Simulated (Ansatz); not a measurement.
Cost and result up the ladder for the cluster IrO₂ (the lowest doublet isomer of a short search) (3 atoms). The state is a doublet with charge 0. Geometry: PBE0-D4/def2-TZVP.

```xyz
3

Ir    0.0038    0.1241   -0.0025
O     0.6867   -0.1136   -1.5236
O    -0.6905   -0.0105    1.5261
```

Ansatz on 4 threads of Arm Neoverse V2 on a shared host. Times are rough, and most runs start from the orbitals of an earlier one. r2SCAN0-D4/def2-TZVP serves as the yardstick here, not as an exact answer. Differences are given only for rows in sets of like size (and for xTB, whose basis is part of the method), since another set adds its own error. Binding counts from free atoms at the same level (Ir quartet, O triplet; other spins of the atoms weren't run), without zero-point energy or a counterpoise term.

In the def2 sets Ir takes a core potential; there is no spin–orbit coupling. HSE06 is defined as in plane-wave codes, on full-range PBE exchange. Correlated methods freeze 2 core orbitals; core or outer-core shells of Ir are correlated, in sets that lack core-valence functions. The structure comes from a short search, and lower isomers may exist.

Run but left out: HF/def2-TZVP, MP2/def2-TZVP, CCSD(T)/def2-TZVPD, CCSD(T)/def2-TZVPP (⟨S²⟩ 1.60 to 1.61, where a pure state has 0.75).

Correlated methods converge slowly with the basis.

```
                             level  functions  wall time  binding energy per atom (eV)  difference from r2SCAN0-D4/def2-TZVP (eV)
                   PBE-D4/def2-SVP         60     0.65 s                          3.97                                          –
                  PBE0-D4/def2-SVP         60      0.8 s                          3.23                                          –
                  PBE-D4/def2-TZVP        102     0.95 s                          4.03                                       0.98
               revPBE-D4/def2-TZVP        102     0.95 s                          3.80                                       0.76
                HSE06-D4/def2-TZVP        102      1.2 s                          3.36                                       0.32
                 PBE-D4/def2-TZVPD        123      1.4 s                          4.03                                       0.99
                 RPA@PBE/def2-TZVP        102      1.5 s                          3.30                                       0.26
                PBE0-D4/def2-TZVPD        123      1.7 s                          3.36                                       0.32
               r2SCAN-D4/def2-TZVP        102      2.3 s                          3.63                                       0.58
              r2SCANh-D4/def2-TZVP        102      2.4 s                          3.40                                       0.35
                 PBE0-D4/def2-TZVP        102      2.6 s                          3.35                                       0.30
              r2SCAN-D4/def2-TZVPD        123      2.9 s                          3.64                                       0.59
r2SCAN0-D4/def2-TZVP (with forces)        102        6 s                          3.05                                       0.00
```
